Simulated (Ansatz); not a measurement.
Consider the ligand exchange at the Si–Cl bond: `O[Si@H](Cl)[Si@@H](O)F` + H–F → `O[Si@H](F)[Si@H](O)F` + HCl.

Calculated with Ansatz (gas phase, PBE0-D4/def2-TZVP geometries, no zero-point term in ΔE). CCSD(T)/CBS is the MP2 limit (def2-TZVPP, def2-QZVPP) plus CCSD(T) − MP2 in def2-TZVPP, frozen cores. This one scheme is used for every species. Functionals use def2-TZVPP. B3LYP here is the variant with VWN-RPA as its local correlation; programs differ in this. HSE06 is defined as in plane-wave codes. One conformer a species, not always the lowest.

```json
{"level": "PBE-D4", "ΔE (kcal/mol)": "-6.2", "difference from CCSD(T)/CBS": "1.4"}
{"level": "revPBE-D4", "ΔE (kcal/mol)": "-5.4", "difference from CCSD(T)/CBS": "2.2"}
{"level": "BLYP-D4", "ΔE (kcal/mol)": "-8.5", "difference from CCSD(T)/CBS": "-0.9"}
{"level": "r2SCAN-D4", "ΔE (kcal/mol)": "-8.1", "difference from CCSD(T)/CBS": "-0.5"}
{"level": "B97M-V", "ΔE (kcal/mol)": "-9.0", "difference from CCSD(T)/CBS": "-1.4"}
{"level": "B3LYP-D4", "ΔE (kcal/mol)": "-8.6", "difference from CCSD(T)/CBS": "-1.0"}
{"level": "r2SCANh-D4", "ΔE (kcal/mol)": "-7.9", "difference from CCSD(T)/CBS": "-0.3"}
{"level": "r2SCAN0-D4", "ΔE (kcal/mol)": "-7.7", "difference from CCSD(T)/CBS": "-0.1"}
{"level": "HSE06-D4", "ΔE (kcal/mol)": "-6.1", "difference from CCSD(T)/CBS": "1.5"}
{"level": "CAM-B3LYP-D4", "ΔE (kcal/mol)": "-10.2", "difference from CCSD(T)/CBS": "-2.6"}
{"level": "ωB97X-V", "ΔE (kcal/mol)": "-8.7", "difference from CCSD(T)/CBS": "-1.1"}
{"level": "ωB97M-V", "ΔE (kcal/mol)": "-8.2", "difference from CCSD(T)/CBS": "-0.6"}
{"level": "B2PLYP", "ΔE (kcal/mol)": "-9.6", "difference from CCSD(T)/CBS": "-2.0"}
{"level": "PBE-QIDH", "ΔE (kcal/mol)": "-7.1", "difference from CCSD(T)/CBS": "0.5"}
{"level": "PBE", "ΔE (kcal/mol)": "-7.3", "difference from CCSD(T)/CBS": "0.3"}
{"level": "revPBE", "ΔE (kcal/mol)": "-7.5", "difference from CCSD(T)/CBS": "0.1"}
{"level": "BLYP", "ΔE (kcal/mol)": "-10.8", "difference from CCSD(T)/CBS": "-3.2"}
{"level": "r2SCAN", "ΔE (kcal/mol)": "-8.3", "difference from CCSD(T)/CBS": "-0.7"}
{"level": "PBE0", "ΔE (kcal/mol)": "-7.2", "difference from CCSD(T)/CBS": "0.4"}
{"level": "B3LYP", "ΔE (kcal/mol)": "-10.4", "difference from CCSD(T)/CBS": "-2.8"}
{"level": "r2SCANh", "ΔE (kcal/mol)": "-8.2", "difference from CCSD(T)/CBS": "-0.6"}
{"level": "r2SCAN0", "ΔE (kcal/mol)": "-8.0", "difference from CCSD(T)/CBS": "-0.4"}
{"level": "HSE06", "ΔE (kcal/mol)": "-7.0", "difference from CCSD(T)/CBS": "0.6"}
{"level": "BHLYP", "ΔE (kcal/mol)": "-10.8", "difference from CCSD(T)/CBS": "-3.2"}
{"level": "CAM-B3LYP", "ΔE (kcal/mol)": "-11.2", "difference from CCSD(T)/CBS": "-3.6"}
{"level": "LC-ωPBE", "ΔE (kcal/mol)": "-8.8", "difference from CCSD(T)/CBS": "-1.2"}
{"level": "RPA@PBE/def2-TZVPP", "ΔE (kcal/mol)": "-9.8", "difference from CCSD(T)/CBS": "-2.2"}
{"level": "MP2/def2-SVP", "ΔE (kcal/mol)": "-7.8", "difference from CCSD(T)/CBS": "-0.2"}
{"level": "CCSD/def2-SVP", "ΔE (kcal/mol)": "-8.8", "difference from CCSD(T)/CBS": "-1.2"}
{"level": "CCSD(T)/def2-SVP", "ΔE (kcal/mol)": "-8.5", "difference from CCSD(T)/CBS": "-0.9"}
{"level": "HF/def2-TZVPP", "ΔE (kcal/mol)": "-11.9", "difference from CCSD(T)/CBS": "-4.3"}
{"level": "MP2/def2-TZVPP", "ΔE (kcal/mol)": "-7.3", "difference from CCSD(T)/CBS": "0.3"}
{"level": "SCS-MP2/def2-TZVPP", "ΔE (kcal/mol)": "-9.0", "difference from CCSD(T)/CBS": "-1.4"}
{"level": "CCSD/def2-TZVPP", "ΔE (kcal/mol)": "-9.5", "difference from CCSD(T)/CBS": "-1.9"}
{"level": "HF/def2-QZVPP", "ΔE (kcal/mol)": "-12.3", "difference from CCSD(T)/CBS": "-4.7"}
{"level": "MP2/def2-QZVPP", "ΔE (kcal/mol)": "-6.8", "difference from CCSD(T)/CBS": "0.8"}
{"level": "SCS-MP2/def2-QZVPP", "ΔE (kcal/mol)": "-8.5", "difference from CCSD(T)/CBS": "-0.9"}
{"level": "HF/CBS(def2)", "ΔE (kcal/mol)": "-12.4", "difference from CCSD(T)/CBS": "-4.8"}
{"level": "MP2/CBS(def2)", "ΔE (kcal/mol)": "-6.2", "difference from CCSD(T)/CBS": "1.4"}
{"level": "CCSD/CBS(def2)", "ΔE (kcal/mol)": "-8.3", "difference from CCSD(T)/CBS": "-0.7"}
{"level": "CCSD(T)/CBS", "ΔE (kcal/mol)": "-7.6", "difference from CCSD(T)/CBS": "0"}
```

Largest T1 diagnostic among the species: 0.013.

The D4 term adds +1.9 kcal/mol with B3LYP and +1.0 kcal/mol with PBE0; it sums over pairs of atoms, weighted by their polarisabilities, and B3LYP, whose exchange is more repulsive, gets the larger term. Leaving LDA and LC-ωPBE aside and taking each functional with its dispersion term where it has one, the values spread over 4.8 kcal/mol, from CAM-B3LYP-D4 to revPBE-D4. At CCSD(T), def2-SVP lies −0.9 kcal/mol from the extrapolated value and def2-TZVPP −1.1 kcal/mol.
